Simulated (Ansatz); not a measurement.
Reactions of `O=CO[SiH2][NH][AlH2]`.

Gas-phase electronic energies from Ansatz, PBE0-D4/def2-TZVP geometries. CBS: MP2 limit from def2 TZ/QZ plus the TZ coupled-cluster correction, frozen cores. This one scheme is used for every species, atoms too. For atomizations the MP2-based limit and the directly extrapolated one differ by several kJ/mol either way, and by 10 to 25 for some Ge, Se and Sn compounds, so smaller differences from it don't rank the levels. DFT in def2-TZVPP. No spin–orbit coupling; open shells (•) take unrestricted orbitals. Spin–orbit coupling would lower the free atoms: a little for Al, C, O, Si. For Ga outer-core shells are correlated without core-valence functions, so the limit isn't a true one: a few kJ/mol of doubt a bond, and 10 to 20 or more in all where bonds break to atoms. Scalar relativity is left out up to krypton. Each species was taken in one conformer, which may not be the lowest.

```json
{"reaction": "`O=CO[SiH2][NH][AlH2]` → `[NH2][AlH][C](=O)O[SiH3]`", "ωB97M-V (kJ/mol)": "78", "CCSD(T)/CBS(def2) (kJ/mol)": "78"}
{"reaction": "`O=CO[SiH2][NH][AlH2]` + H₂ → `O=CO[SiH3]` + `[NH2][AlH2]`", "ωB97M-V (kJ/mol)": "61", "CCSD(T)/CBS(def2) (kJ/mol)": "62"}
{"reaction": "`O=CO[SiH2][NH][AlH2]` + `[SH][GaH2]` → `O=C[S][GaH2]` + `O[SiH2][NH][AlH2]`", "ωB97M-V (kJ/mol)": "47", "CCSD(T)/CBS(def2) (kJ/mol)": "39"}
{"reaction": "`O=CO[SiH2][NH][AlH2]` → Al• + C• + 6 H• + N• + 2 O• + Si•", "ωB97M-V (kJ/mol)": "4443", "CCSD(T)/CBS(def2) (kJ/mol)": "4431"}
```

Largest T1 diagnostic: 0.018, for Al•.
